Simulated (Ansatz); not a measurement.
FHSe (SMILES F[SeH]) moved off its minimum; all values from Ansatz (a quantum-chemistry and plane-wave program), cores frozen in correlated methods.
(charge 0, multiplicity 1)
```xyz
3

Se    -0.17819    -0.29725     0.26902
H     -0.80436    -0.89281    -0.82520
F      0.46202     0.96261    -0.87448
```

Q: Give the forces (eV/Å), the total energy and the dipole at CCSD(T)/aug-cc-pVTZ.

A: 
```csv
atom,Fx,Fy,Fz
Se1,1.265,1.686,0.535
H2,-1.056,-1.141,-1.372
F3,-0.209,-0.545,0.837
```
Energy -2500.3672 hartree, dipole 2.04 D.
